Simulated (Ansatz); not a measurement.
Consider the atomization: `CC[Se]B(O)O` → B• + 2 C• + 7 H• + 2 O• + Se•.

Computed with Ansatz on PBE0-D4/def2-TZVP structures; ΔE is electronic, products minus reactants. CBS: MP2 limit from def2 TZ/QZ plus the TZ coupled-cluster correction, frozen cores. This one scheme is used for every species, atoms too. Functionals use def2-TZVPP. Open shells (•) are unrestricted, without spin–orbit coupling. Spin–orbit coupling would lower the free atoms: a little for B, C, O; clearly for Se. Bonds to Se are less sure, by a few kJ/mol each and by 10 to 20 or more in all where they break to atoms, as the def2 sets lack core-valence functions. Scalar relativity is left out up to krypton. One conformer a species, not always the lowest.

CCSD(T)/CBS gives +5186.3 kJ/mol.

**Question.** Another level gave +5170.8 kJ/mol. Which?
A. CCSD(T)/def2-TZVPP
B. MP2/def2-TZVPP
C. PBE/def2-TZVPP
D. PBE0-D4/def2-TZVPP

**Answer.** B. MP2/def2-TZVPP 5170.8, PBE 5265.9, PBE0-D4 5192.8, CCSD(T)/def2-TZVPP 5056.4 kJ/mol.

Largest T1 diagnostic among the species: 0.014.

In def2-TZVPP, CCSD(T) changes the Hartree–Fock value by +1276.9 kJ/mol (the triples alone add +80.1 kJ/mol) and MP2 by +1391.3 kJ/mol; breaking electron pairs costs correlation energy, which Hartree–Fock lacks. From PBE to PBE0 (25 % exact exchange), in def2-TZVPP and without D4, ΔE moves by −97.2 kJ/mol: exact exchange takes away binding that semilocal exchange gives to molecules. The D4 term adds +45.9 kJ/mol with B3LYP and +24.1 kJ/mol with PBE0; it sums over pairs of atoms, weighted by their polarisabilities, and B3LYP, whose exchange is more repulsive, gets the larger term.

B3LYP here is the variant with VWN-RPA as its local correlation; programs differ in this.

For atomizations the MP2-based limit and the directly extrapolated one differ by several kJ/mol either way, and by 10 to 25 for some Ge, Se and Sn compounds, so smaller differences from it don't rank the levels.
